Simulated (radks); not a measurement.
Valence configurations of the thallium ion Tl+. Method: Dirac Kohn-Sham, PBE, spin-unpolarised, spherical densities, finite nucleus; open shells are shared between the two j in proportion to 2j + 1; Fermi nuclear charge, rms radius 5.4759 fm; computed with a radial shooting solver on a logarithmic mesh with Libxc functionals. Order these by energy: [Xe] 4f14 5d9 6s2 6p1; [Xe] 4f13.5 5d9.5 6p3; [Xe] 4f14 5d10 6s1 6p1; [Xe] 4f14 5d10 6p2; [Xe] 4f14 5d9.5 6p2.5; [Hg]; [Xe] 4f14 5d9.5 6s2 6p0.5; [Xe] 4f14 5d8 6s2 6p2; [Xe] 4f12.5 5d10 6s2 6p1.5; [Xe] 4f12 5d10 6s2 6p2.

Answer. From the lowest, in eV above it: [Hg] 0.000; [Xe] 4f14 5d9.5 6s2 6p0.5 7.597; [Xe] 4f14 5d10 6s1 6p1 8.138; [Xe] 4f14 5d9 6s2 6p1 15.937; [Xe] 4f14 5d10 6p2 16.574; [Xe] 4f14 5d9.5 6p2.5 24.995; [Xe] 4f14 5d8 6s2 6p2 34.855; [Xe] 4f13.5 5d9.5 6p3 85.463; [Xe] 4f12.5 5d10 6s2 6p1.5 188.18; [Xe] 4f12 5d10 6s2 6p2 259.75. NIST lists [Hg] as the ground configuration; this level of theory agrees among the configurations tried. The energies are those of spherical spin-averaged densities, not of single terms.
